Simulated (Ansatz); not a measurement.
CH4AlClSi, relaxed with RKS PBE0-D4/def2-TZVP in the Gaussian-basis code of Ansatz from a PBE-D4/def2-SVP geometry. The force threshold is 0.005 eV/Å; the program also tests the step.

The species carries charge 0 and has multiplicity 1. The bonds changed during the relaxation, so this is another structure than the one it started from.

Start:

```xyz
8

Cl    1.996   -0.564    0.082
C     0.154   -0.826   -0.369
Al    0.042   -0.043    1.454
Si   -0.549    0.961   -0.599
H     0.098   -1.724   -1.008
H     0.139   -0.495    2.974
H    -2.000    0.778   -0.973
H     0.121    1.913   -1.561
```

Problem. By how much does the energy fall, and how many steps does the optimiser take? (An estimate is asked.)

Solution. Computed: 0.04 eV, in 6 steps.

Problem. Which bonds change most? (Best estimate.)

Solution. Computed: Cl1–Al3 from 2.443 to 2.385 Å; Cl1–C2 from 1.915 to 1.870 Å; C2–Si4 from 1.933 to 1.906 Å; Al3–Si4 from 2.360 to 2.336 Å.

Problem. Give the relaxed structure. (Estimate.)

Solution. Ansatz gave: 
```xyz
8

Cl    1.949   -0.542    0.078
C     0.153   -0.818   -0.365
Al    0.055   -0.040    1.439
Si   -0.549    0.940   -0.593
H     0.097   -1.700   -0.992
H     0.144   -0.495    2.943
H    -1.979    0.776   -0.978
H     0.130    1.878   -1.531
```
